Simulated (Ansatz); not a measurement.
Total energies of CH₄AlNO.

```xyz
8

N     1.4693   -0.5071    0.3941
C     0.1620   -0.2999    0.3413
O    -0.3681    0.4451   -0.4823
Al   -2.4528    0.6639   -0.4357
H     2.0764   -0.0424   -0.2625
H     1.8665   -1.1233    1.0810
H    -0.4433   -0.8376    1.0858
H    -2.3100    1.7012   -1.7217
```

Charge 0, multiplicity 1. The bonds changed during the relaxation, so this is another structure than the one it started from. The geometry is a stationary point of PBE0-D4/def2-TZVP. It is one conformer, not always the lowest. Basis def2-TZVPP, the Gaussian-basis code of Ansatz.

RPA on PBE orbitals: Hartree–Fock energy of these orbitals -411.43389 Eh, correlation -1.09636 Eh (frozen core).

| functional | energy without D4 (Eh) | D4 term (kJ/mol) |
| --- | --- | --- |
| LDA (SPW92) | -410.56410 | – |
| PBE | -412.63807 | -12.9 |
| revPBE | -412.86680 | -42.6 |
| BLYP | -412.93399 | -29.0 |
| r2SCAN | -412.84573 | -3.1 |
| B97M-V | -412.88160 | – |
| PBE0 | -412.66159 | -10.9 |
| B3LYP | -412.99783 | -20.9 |
| r2SCANh | -412.83321 | -3.4 |
| r2SCAN0 | -412.81544 | -3.7 |
| HSE06 (plane-wave form) | -412.64715 | -10.1 |
| BHLYP | -412.87564 | -15.6 |
| CAM-B3LYP | -412.90510 | -11.0 |
| LC-ωPBE | -412.77109 | – |
| ωB97X-V | -412.86905 | – |
| ωB97M-V | -412.89202 | – |
| B2PLYP | -412.72593 | – |
| PBE-QIDH | -412.54305 | – |

B3LYP takes the VWN-RPA correlation (the form of Gaussian; ORCA's B3LYP/G). HSE06 is the plane-wave form, built on full-range PBE exchange. The double hybrids freeze the cores in their second-order part.

LC-ωPBE has ω = 0.4 bohr⁻¹.
